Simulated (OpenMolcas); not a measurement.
A run on Fe2+ among 5 point charges of -2.6 e arranged as a square pyramid (C4v), 2.13 Å from the ion, with the axial distance 2.471 Å.

```json
{"Program": "OpenMolcas", "Method": "SS-CASPT2, IPEA 0.25 Eh, imaginary shift 0.1 Eh (closed shells correlated: 3s 3p)", "Basis": "ANO-RCC-VDZP [5s4p2d1f]", "Scalar Hamiltonian": "DKH2, point nucleus", "Active space": "6 electrons in 5 orbitals (3d)", "State averaging": "2S+1 = 5 even, 5 roots; 2S+1 = 3 even, 45 roots; 2S+1 = 1 even, 50 roots", "Spin-orbit coupling": "RASSI with atomic mean-field integrals over the reference wave functions"}
```

First CASPT2 step and the start of its output:

```
&CASPT2
Multistate=5 1 2 3 4 5
NoMult
Frozen=5
IPEA=0.25
Imaginary=0.1
MaxIter=60
WThr=0.0 0.3 0.05
PrWF=0.5
NoMix
```

```
--- CASPT2 ---
Orbital specifications:
      -----------------------

      Symmetry species                           1
                                                 a
      Frozen orbitals                            5
      Inactive orbitals                          4
      Active orbitals                            5
      Secondary orbitals                        20
      Deleted orbitals                           0
      Number of basis functions                 34
Type of calculation                        SS-CASPT2
      Fock operator                              state-specific
      IPEA shift                                 0.25
      Real shift                                 0.00
      Imaginary shift                            0.10
      The input orbitals will be transformed to quasi-canonical
Reference energy:       -1276.9535823538
      E2 (Non-variational):      -0.3056319761
      Shift correction:          -0.0005575050
      E2 (Variational):          -0.3061894811
      Total energy:           -1277.2597718349
      Residual norm:              0.0000005054
      Reference weight:           0.94041
      Contributions to the CASPT2 correlation energy
      Active & Virtual Only:         -0.0848256793
      One Inactive Excited:          -0.1413547450
      Two Inactive Excited:          -0.0794515518
Reference energy:       -1276.9535823538
      E2 (Non-variational):      -0.3056319761
      Shift correction:          -0.0005575050
      E2 (Variational):          -0.3061894811
      Total energy:           -1277.2597718349
      Residual norm:              0.0000005054
      Reference weight:           0.94041
      Contributions to the CASPT2 correlation energy
      Active & Virtual Only:         -0.0848256793
...
```

Over all roots the printed reference weights run from 0.02 to 0.95, and roots that are degenerate in the reference spread by up to 3.5 cm-1.

Problem. Did the run give usable levels, and if not, why?

Solution. No. The equations converged, but the reference weight falls to 0.02 for at least one root against 0.95 for the best. A drop of that size marks an intruder state, so the energies of such roots and the levels built on them can't be trusted.
